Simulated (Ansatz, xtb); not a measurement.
## Relative energy of two isomers of C4H2F2O

Structure I: `Fc1coc(F)c1`, a singlet. Structure II: `Fc1ccoc1F`, a singlet. Both are isolated molecules in the gas phase, relaxed with B3LYP-D3(BJ)/def2-SVP.

Q: Estimate E(II) − E(I) at the level CCSD(T)/def2-SVP + ΔMP2/def2-TZVPP.

A: Calculated at CCSD(T)/def2-SVP + ΔMP2/def2-TZVPP: E(II) − E(I) = +13.8 kJ/mol, so structure I lies lower.

The same difference at several levels:

| level | geometry | E(II) − E(I) (kJ/mol) | departure from the last row (kJ/mol) | job, with rough time for the two |
| --- | --- | --- | --- | --- |
| GFN2-xTB | GFN2-xTB | +12.4 | −1.4 | optimisation, 0.53 s |
| HF/STO-3G | GFN2-xTB | +10.3 | −3.5 | single point, 1.7 s |
| r2SCAN-D4/def2-SVP | GFN2-xTB | +15.9 | +2.1 | single point, 8.8 s |
| B3LYP-D3(BJ)/def2-SVP | B3LYP-D3(BJ)/def2-SVP | +15.1 | +1.3 | optimisation, 1.8 min |
| HF/def2-SVP | B3LYP-D3(BJ)/def2-SVP | +18.5 | +4.7 | part of the CCSD(T) run |
| MP2/def2-SVP | B3LYP-D3(BJ)/def2-SVP | +15.7 | +1.9 | part of the CCSD(T) run |
| CCSD(T)/def2-SVP | B3LYP-D3(BJ)/def2-SVP | +15.0 | +1.2 | single point |
| CCSD(T)/def2-SVP + ΔMP2/def2-TZVPP | B3LYP-D3(BJ)/def2-SVP | +13.8 |  | single point, 90 s |

As drawn, both hold the same kinds of bond in the same numbers.

None of the levels shown reverses the order. The largest departure from CCSD(T)/def2-SVP + ΔMP2/def2-TZVPP is that of HF/def2-SVP, 4.7 kJ/mol. The last row adds to CCSD(T) the change of the MP2 difference between the two basis sets, here −1.2 kJ/mol.

With harmonic frequencies from B3LYP-D3(BJ)/def2-SVP (ideal gas, rigid rotor, one conformer each, 298.15 K, 1 atm): the zero-point term adds 0.0 kJ/mol; ΔH is +14.0 and ΔG +13.7 kJ/mol.

The correlated steps freeze 7 core orbitals. Codes used: Ansatz 0.2.0, xtb 6.7.1; the last row on 2 threads of Intel(R) Xeon(R) Processor @ 2.50GHz (Skylake/Cascade Lake) on a shared host.
